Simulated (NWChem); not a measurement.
## Total energies of H4PSi

SMILES: [SiH3][PH]
```xyz
6

Si    -0.9886    -0.3481     0.0849
P      1.1041     0.4855    -0.1142
H     -1.1904    -0.9440     1.4433
H     -1.9794     0.7509    -0.1145
H     -1.2297    -1.4117    -0.9407
H      1.6789    -0.8051     0.1362
```
Charge 0, spin multiplicity 2.

Program: NWChem. All single points use one geometry, from UPBE0/def2-SVP, a minimum by its harmonic frequencies.

Basis set: def2-SVP (56 functions).

```
method   total energy (Ha)  relative cost
-------  -----------------  -------------
UHF             -631.77582              1
UMP2            -631.97857        under 3
UB2PLYP         -632.73493        under 3
UPBE            -632.68501        under 3
UB3LYP          -633.04880        under 3
UTPSS           -633.06312        under 3
```

Total energies of different functionals aren't comparable as a measure of quality: only differences taken within one method are. Relative cost: rough, from shared machines, SCF included, UHF = 1.

The correlated methods keep 10 core orbitals frozen. B3LYP has NWChem's definition, with VWN1-RPA local correlation. The structure started from a generated list of species. The stability of the SCF solutions was not checked. Open-shell Hartree-Fock references start from PBE0 orbitals; any time given for them includes that run.
